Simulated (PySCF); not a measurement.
Frontier levels across methods

Compound: C5H10Si.
SMILES with atom numbers: `[CH2:1]=[CH:2][CH:3]1[CH2:4][SiH2:5][CH2:6]1` (hydrogens: H7, H8 on C1; H9 on C2; H10 on C3; H11, H12 on C4; H13, H14 on Si5; H15, H16 on C6)

Structure used (PBE0-D3(BJ)/def2-SVP), in Å, numbered top down from 1:
```xyz
16
C5H10Si angstrom
C      2.4124    0.2902   -0.2548
C      1.1287   -0.0507   -0.3736
C      0.0089    0.4900    0.4590
C     -1.1301    1.0964   -0.4286
Si    -2.0667   -0.5386   -0.2200
C     -0.7854   -0.6561    1.1721
H      2.7402    1.0204    0.4923
H      3.1822   -0.1454   -0.8969
H      0.8456   -0.7882   -1.1379
H      0.4262    1.2215    1.1709
H     -0.8173    1.4656   -1.4154
H     -1.6414    1.9163    0.1004
H     -1.8648   -1.5150   -1.3355
H     -3.5237   -0.5158    0.1205
H     -1.2068   -0.3015    2.1261
H     -0.2186   -1.5774    1.3668
```

Basis pcSseg-1 throughout (PySCF), one geometry. Geometry: PBE0-D3(BJ)/def2-SVP, one conformer, isolated molecule.

How do the orbital energies, the gap and the dipole change with the method?

```json
{"method": "BLYP", "kind": "GGA", "HOMO (eV)": "-6.08", "LUMO (eV)": "-0.67", "gap (eV)": "5.41", "μ (D)": "0.43", "SCF cycles": "15"}
{"method": "B97-D", "kind": "GGA", "HOMO (eV)": "-6.18", "LUMO (eV)": "-0.69", "gap (eV)": "5.48", "μ (D)": "0.44", "SCF cycles": "15"}
{"method": "OPBE", "kind": "GGA", "HOMO (eV)": "-6.22", "LUMO (eV)": "-0.67", "gap (eV)": "5.55", "μ (D)": "0.46", "SCF cycles": "14"}
{"method": "KT3", "kind": "GGA", "HOMO (eV)": "-6.24", "LUMO (eV)": "-0.78", "gap (eV)": "5.46", "μ (D)": "0.42", "SCF cycles": "14"}
{"method": "KT2", "kind": "GGA", "HOMO (eV)": "-6.26", "LUMO (eV)": "-0.86", "gap (eV)": "5.40", "μ (D)": "0.43", "SCF cycles": "14"}
{"method": "PBE", "kind": "GGA", "HOMO (eV)": "-6.27", "LUMO (eV)": "-0.82", "gap (eV)": "5.45", "μ (D)": "0.46", "SCF cycles": "15"}
{"method": "BP86", "kind": "GGA", "HOMO (eV)": "-6.36", "LUMO (eV)": "-0.90", "gap (eV)": "5.46", "μ (D)": "0.46", "SCF cycles": "15"}
{"method": "LDA", "kind": "LDA", "HOMO (eV)": "-6.45", "LUMO (eV)": "-1.04", "gap (eV)": "5.41", "μ (D)": "0.46", "SCF cycles": "15"}
{"method": "B97-2", "kind": "global hybrid", "HOMO (eV)": "-7.11", "LUMO (eV)": "0.14", "gap (eV)": "7.25", "μ (D)": "0.42", "SCF cycles": "13"}
{"method": "B3LYP", "kind": "global hybrid", "HOMO (eV)": "-7.13", "LUMO (eV)": "-0.05", "gap (eV)": "7.08", "μ (D)": "0.41", "SCF cycles": "14"}
{"method": "PBE0", "kind": "global hybrid", "HOMO (eV)": "-7.37", "LUMO (eV)": "0.17", "gap (eV)": "7.54", "μ (D)": "0.43", "SCF cycles": "14"}
{"method": "mPW1PW91", "kind": "global hybrid", "HOMO (eV)": "-7.39", "LUMO (eV)": "0.17", "gap (eV)": "7.56", "μ (D)": "0.42", "SCF cycles": "14"}
{"method": "BHandHLYP", "kind": "global hybrid", "HOMO (eV)": "-8.29", "LUMO (eV)": "1.18", "gap (eV)": "9.47", "μ (D)": "0.39", "SCF cycles": "12"}
{"method": "CAM-B3LYP", "kind": "range-separated hybrid", "HOMO (eV)": "-8.67", "LUMO (eV)": "1.28", "gap (eV)": "9.95", "μ (D)": "0.40", "SCF cycles": "12"}
{"method": "wB97X-D", "kind": "range-separated hybrid", "HOMO (eV)": "-9.22", "LUMO (eV)": "1.96", "gap (eV)": "11.17", "μ (D)": "0.41", "SCF cycles": "12"}
{"method": "HF", "kind": "Hartree–Fock", "HOMO (eV)": "-9.70", "LUMO (eV)": "3.54", "gap (eV)": "13.24", "μ (D)": "0.40", "SCF cycles": "10"}
{"method": "LC-wPBE", "kind": "range-separated hybrid", "HOMO (eV)": "-10.10", "LUMO (eV)": "2.45", "gap (eV)": "12.55", "μ (D)": "0.40", "SCF cycles": "12"}
```

The HOMO spans 4.02 eV, from BLYP down to LC-wPBE, and the gap runs from 5.40 eV (KT2) to 13.24 eV (HF). Over the methods BLYP (0 %), B97-D (0 %), OPBE (0 %), KT3 (0 %), KT2 (0 %), PBE (0 %), BP86 (0 %), LDA (0 %), B97-2 (21 %), B3LYP (20 %), PBE0 (25 %), mPW1PW91 (25 %), BHandHLYP (50 %), HF (100 %), a straight line through the gap against the share of exact exchange rises by 0.79 eV for each 10 % (correlation coefficient 0.999). The dipole ranges from 0.39 D (BHandHLYP) to 0.46 D (LDA). This basis has no diffuse functions.
